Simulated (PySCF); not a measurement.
Species: C6H11FN (doublet state).
Z-matrix (Å and degrees, GFN2-xTB geometry), rows numbered from 1:
```
C 
C   1  1.5230
N   2  1.4082  1  110.99
C   3  1.3866  2  117.08  1   173.25
C   4  1.5427  3  116.16  2  -171.32
C   5  1.5360  4   90.32  3  -130.52
C   6  1.5251  5   89.54  4    13.37
F   7  1.3679  4  114.66  3  -110.27
H   1  1.0865  2  109.92  3   -64.23
H   1  1.0872  2  110.37  3   175.38
H   1  1.0862  2  109.87  3    54.84
H   2  1.1066  1  109.31  3  -120.49
H   2  1.1063  1  110.57  3   124.45
H   4  1.1033  3  114.48  2   -37.09
H   5  1.0863  4  110.53  3   -15.59
H   5  1.0865  4  115.46  3   109.92
H   6  1.0869  5  116.80  4   132.20
H   6  1.0880  5  112.93  4   -99.28
H   7  1.0916  4  112.82  3    13.06
```

The hyperfine couplings belong to this conformer and change with its torsions.

The species is `CC[N][C@@H]1CC[C@H]1F` [radical].

Computed, not measured: PySCF 2.14.0, UKS B3LYP, pcH-1 on C F H N, non-relativistic, mean-field spin-orbit, GIAO. Isolated species at its GFN2-xTB geometry (one conformer only). The geometry wasn't refined by DFT: couplings that depend on bond lengths, twists or pyramidal angles can differ widely from those at the functional's own minimum. The SCF solution wasn't tested for stability.

(1) Match the computed a_iso(13C) values +104.5, -36.8, -32.2, +11.9, -1.5 MHz with the sites C2; C4; C5; C6; C7.

Answers

(1) 
```tsv
site	a_iso (MHz)	ρ(0) (bohr⁻³)	position	distance from N3 (Å)	spin population	largest |T| (MHz)
C2	-32.2	-0.0287	1 bond from N3	1.41	-0.07	4.2
C4	-36.8	-0.0327	1 bond from N3	1.39	-0.07	5.8
C5	+11.9	+0.0106	2 bonds from N3	2.49	+0.02	3.5
C6	-1.5	-0.0014	3 bonds from N3	3.33	0.00	1.9
C7	+104.5	+0.0930	2 bonds from N3	2.51	+0.10	21.8
```

ρ(0) is the spin density at the nucleus and T the dipolar tensor; entries for several nuclei are means. Largest spin populations (Mulliken): N3 (+0.86), C7 (+0.10), H12 (+0.08) and C4 (-0.07). N3 is the only atom above +0.15. The positive populations add up to 1.15 and the negative ones to -0.15, together 2S = 1.

Means are taken over nuclei equivalent by connectivity, which assumes that they swap fast.
